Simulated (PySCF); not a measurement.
CdMe2, C2H6Cd (singlet state).
Bonds: Cd1–C2, Cd1–C6. Hydrogens: H3, H4, H5 on C2; H7, H8, H9 on C6.

Method used: PySCF 2.14.0, PBE0-D3(BJ)/def2-SVP geometry optimisation, gas phase, def2 core potentials past Kr.

Q: Give the optimised bond lengths and angles.

A: 
```json
{"bond": "Cd1–C2, Cd1–C6", "length (bohr)": "3.997"}
{"bond": "C2–H3 and 5 like bonds", "length (bohr)": "2.081"}
```

Bonds in one row agree within 0.02 bohr and their mean is given. A selection of angles:
```json
{"angle": "C2–Cd1–C6", "degrees": "179.5"}
{"angle": "Cd1–C2–H3", "degrees": "110.7"}
{"angle": "H3–C2–H4", "degrees": "107.9"}
```

Point group: near D3d, missed by 0.11 Å at most; the miss may be what the optimiser left on a soft mode (D3 holds within 0.08 Å). Whether it is a minimum is left open (no frequencies).

Hardware: one thread of an Arm Neoverse V2, shared host with 96 logical CPUs at a one-minute load of 39. Cost: 13 s, 0.36 GiB resident at most. These figures are those of the optimisation.
